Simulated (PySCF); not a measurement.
**$^{31}$P chemical shifts**

No solvent model, rapidly exchanging positions averaged, non-relativistic, a single conformation. Geometry: GFN2-xTB; σ from GIAO-PBE0/pcSseg-1; PySCF 2.14.

Shieldings were converted by a linear fit to measured shifts: $^{31}$P (scatter 18.1 ppm rms vs H3PO4, solution or neat liquid). A few per cent of atoms miss by over 2 rms, more outside the fitted compound classes.

Question: Give the $^{31}$P shifts of `C=C[P@](C)(=S)CC`, `C/C=C/P(C)(C)=S`, `CC[P@H](=S)C1CC1`, `C#Cc1cc(Cl)ccp1`, `N#Cc1ccpcn1`, `C=C[P@@H](=S)CCC`.

Answer: 
```tsv
compound	environment	δ (ppm)
C=C[P@](C)(=S)CC	phosphorus bonded to 3 C, S	26.5
C/C=C/P(C)(C)=S	phosphorus bonded to 3 C, S	16.3
CC[P@H](=S)C1CC1	phosphorus bonded to 2 C, S, H	11.2
C#Cc1cc(Cl)ccp1	phosphorus bonded to 2 C, in a 6-membered ring	210.2
N#Cc1ccpcn1	phosphorus bonded to 2 C, in a 6-membered ring	206.3
C=C[P@@H](=S)CCC	phosphorus bonded to 2 C, S, H	-2.9
```

Question: Match the shifts 219.2, 204.1, 13.6, -2.9, -50.4 ppm to `C=C[P@H](=S)C(C)C`, `CSc1cpcc(SC)n1`, `[SiH3]c1nccpc1C1CC1`, `CP1CCSCC1`, `C=C[P@@H](=S)CCC`.

Answer: 219.2: CSc1cpcc(SC)n1 (phosphorus bonded to 2 C, in a 6-membered ring); 204.1: [SiH3]c1nccpc1C1CC1 (phosphorus bonded to 2 C, in a 6-membered ring); 13.6: C=C[P@H](=S)C(C)C (phosphorus bonded to 2 C, S, H); -2.9: C=C[P@@H](=S)CCC (phosphorus bonded to 2 C, S, H); -50.4: CP1CCSCC1 (phosphorus bonded to 3 C, in a 6-membered ring).
